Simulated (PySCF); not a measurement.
# Dy(SH)3: from a saddle point downhill

PySCF 2.14.0, RKS PBE0, Dy lcecp-1-SVP with ECP55, S def2-SVP, H def2-SVP; non-relativistic Hamiltonian with scalar-relativistic core potentials where named; density fitting; no spin-orbit coupling. Relaxed within the symmetry of its start, the geometry (C3v) is

```xyz
7

Dy    0.0000    0.0000   -0.3204
S     2.4469    0.0000    0.4906
H     2.1291    0.0000    1.8053
S    -1.2234    2.1191    0.4906
H    -1.0645    1.8438    1.8053
S    -1.2234   -2.1191    0.4906
H    -1.0645   -1.8438    1.8053
```

and its lowest harmonic modes are -280, -202, -202, 65, 87, 87 cm⁻¹ (negative: unstable). It was moved along the lowest mode and relaxed again, within the group C3 that the move left.

Problem. Where does it end, and how much lower?

Solution. In C3, nearly C3h, 0.412 eV lower, after 24 steps:
```xyz
7

Dy    0.0000    0.0000    0.8872
S     2.5428    0.4168    0.9372
H     2.8561   -0.9019    0.9563
S    -1.6323    1.9937    0.9372
H    -0.6470    2.9245    0.9563
S    -0.9105   -2.4105    0.9372
H    -2.2092   -2.0225    0.9563
```

Problem. How do the contacts change?

Solution. 
```json
{"contact": "Dy1–S2 (SH)", "saddle (Å)": "2.578", "end (Å)": "2.577"}
{"contact": "Dy1–S4 (SH)", "saddle (Å)": "2.578", "end (Å)": "2.577"}
{"contact": "Dy1–S6 (SH)", "saddle (Å)": "2.578", "end (Å)": "2.577"}
```


Problem. Is the end a minimum?

Solution. Yes, as far as the noise of the softest modes lets one tell (those above −25 cm⁻¹ count as noise); lowest modes 26, 63, 63, 181, 208, 208 cm⁻¹.

An lcecp potential fixes the number of 4f electrons, so in runs with it no electron can move into or out of that shell.

State: singlet in the valence, with the 4f electrons in the core potential.
